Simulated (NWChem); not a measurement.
Everything below was run with NWChem. System: Se, charge -1, spin multiplicity 4. Its SCF solution wasn't tested for a lower state. Level: ROCCSD(T)/def2-TZVPD, 9 core orbitals frozen.

Output (cleaned and shortened):

```
             Northwest Computational Chemistry Package (NWChem) 7.3.0
             --------------------------------------------------------

                                NWChem Input Module
                                -------------------

 Scaling coordinates for geometry "geometry" by  1.889725989
 (inverse scale =  0.529177249)

                             Geometry "geometry" -> ""
                             -------------------------

 Output coordinates in angstroms (scale by  1.889725989 to convert to a.u.)

  No.       Tag          Charge          X              Y              Z
 ---- ---------------- ---------- -------------- -------------- --------------
    1 Se                  34.0000     0.00000000     0.00000000     0.00000000

 Effective nuclear repulsion energy (a.u.)       0.0000000000

            Nuclear Dipole moment (a.u.)
            ----------------------------
        X                 Y               Z
 ---------------- ---------------- ----------------
     0.0000000000     0.0000000000     0.0000000000

      Symmetry information
      --------------------

 Group name             D2h
 Group number             26
 Group order               8
 No. of unique centers     1

      Symmetry unique atoms

     1


 Summary of "ao basis" -> "" (spherical)
 ------------------------------------------------------------------------------
       Tag                 Description            Shells   Functions and Types
 ---------------- ------------------------------  ------  ---------------------
 *                         def2-tzvpd                 on all atoms

 Summary of "ao basis" -> "ao basis" (spherical)
 ------------------------------------------------------------------------------
       Tag                 Description            Shells   Functions and Types
 ---------------- ------------------------------  ------  ---------------------
 Se                        def2-tzvpd               19       57   7s6p5d1f

                                 NWChem SCF Module
                                 -----------------

  ao basis        = "ao basis"
  functions       =    57
  atoms           =     1
  closed shells   =    16
  open shells     =     3
  charge          =  -1.00
  wavefunction    = ROHF
  use symmetry    = T
  symmetry adapt  = T

 Summary of "ao basis" -> "ao basis" (spherical)
 ------------------------------------------------------------------------------
       Tag                 Description            Shells   Functions and Types
 ---------------- ------------------------------  ------  ---------------------
 Se                        def2-tzvpd               19       57   7s6p5d1f

      Symmetry analysis of basis
      --------------------------

        ag         17
        au          1
        b1g         5
        b1u         8
        b2g         5
        b2u         8
        b3g         5
        b3u         8

 Forming initial guess at       0.1s

 Swapping ROHF orbitals    16   18

      Symmetry analysis of molecular orbitals - initial
      -------------------------------------------------

  Numbering of irreducible representations:

     1 ag          2 au          3 b1g         4 b1u         5 b2g
     6 b2u         7 b3g         8 b3u

  Orbital symmetries:

     1 ag          2 ag          3 b3u         4 b1u         5 b2u
     6 ag          7 b3u         8 b1u         9 b2u        10 b2g
    11 ag         12 b3g        13 b1g        14 ag         15 ag
    16 b2u        17 b1u        18 b3u        19 ag         20 b3u
    21 b1u        22 b2u        23 b2g        24 ag         25 b1g
    26 b3g        27 ag         28 b1u        29 b3u

 Starting SCF solution at       0.1s

 ----------------------------------------------
         Quadratically convergent ROHF

 Convergence threshold     :          1.000E-07
 Maximum no. of iterations :          100
 Final Fock-matrix accuracy:          1.000E-09
 ----------------------------------------------

              iter       energy          gnorm     gmax       time
             ----- ------------------- --------- --------- --------
                 1    -2399.7182594950  8.55D-01  5.69D-01      1.1
                 2    -2399.7278262793  1.89D-01  7.49D-02      1.1
[...]
 Vector   19  Occ=1.000000D+00  E= 1.873107D-01  Symmetry=ag
              MO Center=  6.2D-16, -1.7D-15,  4.1D-16, r^2= 7.7D+00
   Bfn.  Coefficient  Atom+Function         Bfn.  Coefficient  Atom+Function
  ----- ------------  ---------------      ----- ------------  ---------------
     7      1.633785  1 Se s                  6     -1.176337  1 Se s

 Vector   20  Occ=0.000000D+00  E= 2.007765D-01  Symmetry=b1u
              MO Center=  3.4D-17, -8.8D-18, -1.5D-16, r^2= 1.7D+01
   Bfn.  Coefficient  Atom+Function         Bfn.  Coefficient  Atom+Function
  ----- ------------  ---------------      ----- ------------  ---------------
    25      1.284564  1 Se pz                22     -0.633211  1 Se pz

 Vector   21  Occ=0.000000D+00  E= 2.007765D-01  Symmetry=b3u
              MO Center= -2.9D-16, -6.5D-20,  4.4D-17, r^2= 1.7D+01
   Bfn.  Coefficient  Atom+Function         Bfn.  Coefficient  Atom+Function
  ----- ------------  ---------------      ----- ------------  ---------------
    23      1.284564  1 Se px                20     -0.633211  1 Se px

 Vector   22  Occ=0.000000D+00  E= 2.032712D-01  Symmetry=b2u
              MO Center= -9.1D-15,  1.5D-15,  4.4D-15, r^2= 1.7D+01
   Bfn.  Coefficient  Atom+Function         Bfn.  Coefficient  Atom+Function
  ----- ------------  ---------------      ----- ------------  ---------------
    24      1.286002  1 Se py                21     -0.648577  1 Se py

 center of mass
 --------------
 x =   0.00000000 y =   0.00000000 z =   0.00000000

 moments of inertia (a.u.)
 ------------------
           0.000000000000           0.000000000000           0.000000000000
           0.000000000000           0.000000000000           0.000000000000
           0.000000000000           0.000000000000           0.000000000000

  Mulliken analysis of the total density
  --------------------------------------

    Atom       Charge   Shell Charges
 -----------   ------   -------------------------------------------------------
    1 Se  34    35.00   2.00  2.00  1.17  0.77  1.07  0.80  1.18  6.00  5.93  0.88  1.99  1.12  0.08  8.97  1.04 -0.02  0.02  0.01  0.00

 Mulliken analysis of the open-shell density
 -------------------------------------------

    Atom       Charge   Shell Charges
 -----------   ------   -------------------------------------------------------
    1 Se  34     3.00   0.00  0.00  0.00 -0.00  0.01 -0.16  1.15  0.00  0.01  0.40  1.03  0.53  0.03  0.00 -0.00 -0.00 -0.00  0.01  0.00

       Multipole analysis of the density wrt the origin
       ------------------------------------------------

     L   x y z        total         open         nuclear
     -   - - -        -----         ----         -------
     0   0 0 0     -1.000000     -3.000000     34.000000

     1   1 0 0     -0.000000     -0.000000      0.000000
     1   0 1 0      0.000000      0.000000      0.000000
     1   0 0 1     -0.000000     -0.000000      0.000000

     2   2 0 0    -23.283275    -15.049541      0.000000
     2   1 1 0     -0.000000     -0.000000      0.000000
     2   1 0 1      0.000000      0.000000      0.000000
     2   0 2 0    -24.041637    -10.255270      0.000000
     2   0 1 1     -0.000000     -0.000000      0.000000
     2   0 0 2    -23.283275    -15.049541      0.000000

                   NWChem Extensible Many-Electron Theory Module
                   ---------------------------------------------


            General Information
            -------------------
      Number of processors :     1
         Wavefunction type : Restricted open-shell Hartree-Fock
          No. of electrons :    35
           Alpha electrons :    19
            Beta electrons :    16
           No. of orbitals :   114
            Alpha orbitals :    57
             Beta orbitals :    57
        Alpha frozen cores :     9
         Beta frozen cores :     9
     Alpha frozen virtuals :     0
      Beta frozen virtuals :     0
         Spin multiplicity : quartet
    Number of AO functions :    57
       Number of AO shells :    19
        Use of symmetry is : on
      Symmetry adaption is : on
         Schwarz screening : 0.10D-09

          Correlation Information
          -----------------------
          Calculation type : Coupled-cluster singles & doubles w/ perturbation
   Perturbative correction : (T)
            Max iterations :      100
        Residual threshold : 0.10D-05
     T(0) DIIS level shift : 0.00D+00
     L(0) DIIS level shift : 0.00D+00
     T(1) DIIS level shift : 0.00D+00
     L(1) DIIS level shift : 0.00D+00
     T(R) DIIS level shift : 0.00D+00
     T(I) DIIS level shift : 0.00D+00
   CC-T/L Amplitude update :  5-th order DIIS
                I/O scheme : Global Array Library
        L-threshold :  0.10D-05
        EOM-threshold :  0.10D-05
 no EOMCCSD initial starts read in
 TCE RESTART OPTIONS
 SLICE:      F
 D4D5:       F
 quantumc:   F
 qrotation:  F
 pwtce:      F
 qducc:      F
 nacto:                         0
 nrotv:                         0
 nrot:                          0

            Memory Information
            ------------------
          Available GA space size is     249030302 doubles
          Available MA space size is     104852180 doubles

 Maximum block size supplied by input
 Maximum block size        24 doubles

 tile_dim =     10

 -------------------------------------------------

 Global array virtual files algorithm will be used

 Parallel file system coherency ......... OK

 4-electron integrals stored in orbital form

 v2    file size   =           132496
 4-index algorithm nr.  13 is used
 imaxsize =       30
 imaxsize ichop =        0


CCSD iterations
 ---------------------------------------------------------
 Iter          Residuum       Correlation     Cpu    Wall
 ---------------------------------------------------------
    1   0.1263508453715  -0.2469759319655     5.4     5.4
    2   0.0205296567367  -0.2407913735340     6.2     6.2
    3   0.0062844843671  -0.2448982151278     6.0     6.0
    4   0.0029752180794  -0.2448287980197     5.3     5.3
    5   0.0023455946950  -0.2450567454817     5.4     5.4
    6   0.0006266660357  -0.2450955132476     5.3     5.3
    7   0.0002662908053  -0.2450821008395     5.3     5.3
    8   0.0001584892347  -0.2450792381048     5.3     5.3
    9   0.0001249262071  -0.2450813994299     5.4     5.4
   10   0.0001130855616  -0.2450826823356     5.9     5.9
   11   0.0000108152490  -0.2450835516076     5.4     5.4
   12   0.0000048232257  -0.2450832515103     5.3     5.3
   13   0.0000026094340  -0.2450833470816     5.6     5.6
   14   0.0000017162042  -0.2450833463156     5.3     5.3
   15   0.0000012115933  -0.2450833573769     5.2     5.2
   16   0.0000002359332  -0.2450833678204     5.1     5.1
 -----------------------------------------------------------------
 Iterations converged
 CCSD correlation energy / hartree =        -0.245083367820400
 CCSD total energy / hartree       =     -2399.975168090773877

 Singles contributions

 Doubles contributions
 CCSD(T)
 Using plain CCSD(T) code
             total no. of tasks        19843
 total no. of tasks / no. procs        19843
                         wl_min            1           1.0
                         wl_max        27000           5.5
        thresh for no. of tasks        19843

 CCSD[T]  correction energy / hartree =        -0.008847346724719
 CCSD[T] correlation energy / hartree =        -0.253930714545119
 CCSD[T] total energy / hartree       =     -2399.984015437498783
 CCSD(T)  correction energy / hartree =        -0.008569629122824
 CCSD(T) correlation energy / hartree =        -0.253652996943225
 CCSD(T) total energy / hartree       =     -2399.983737719896908

 Task  times  cpu:      105.7s     wall:      105.7s

 Total times  cpu:      105.7s     wall:      105.7s
```

Task: Write an NWChem input that would produce this output.

Result: This is not unique; one that fits is 
```
start mol
memory heap 100 mb stack 700 mb global 1900 mb
charge -1
geometry units angstroms nocenter noautoz
  Se     0.000000     0.000000     0.000000
  symmetry group D2h
end
basis spherical
  * library def2-tzvpd
end
scf
  rohf
  nopen 3
  maxiter 100
  thresh 1e-7
  semidirect memsize 60000000 filesize 0
  # guess.movecs holds the orbitals of an unrestricted PBE0 run
  vectors input guess.movecs swap 16 18 output mol.movecs
end
tce
  freeze core 9
  ccsd(t)
  2eorb
  2emet 13
  thresh 1e-6
  maxiter 100
  tilesize 24
end
task tce energy
```
